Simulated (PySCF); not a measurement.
Level of theory: B3LYP-D3(BJ)/def2-TZVP // BP86-D3(BJ)/def2-SVP in PySCF 2.14.0. Isolated molecules, 0 K electronic values unless said otherwise. One relaxed conformer stands for a flexible species; it need not be the lowest. B3LYP has the VWN-RPA correlation part, as in Gaussian. 

Reference species: [Sc(Cl)3] (neutral, multiplicity 1).

| Property | Result |
|---|---|
| coordination number | 3 |
| charge on the central atom (meta-Löwdin) | 1.26 e |

Changed species: [Sc(NH2)3] (3 of 3 Cl replaced by NH2; the reference has 0 of 3 Cl replaced by NH2).

Problem. Predict the effect on the coordination number and charge on the central atom (meta-Löwdin).

Solution. the coordination number stays essentially unchanged; the charge on the central atom (meta-Löwdin) drops by 0.05 e, to 1.21 e.
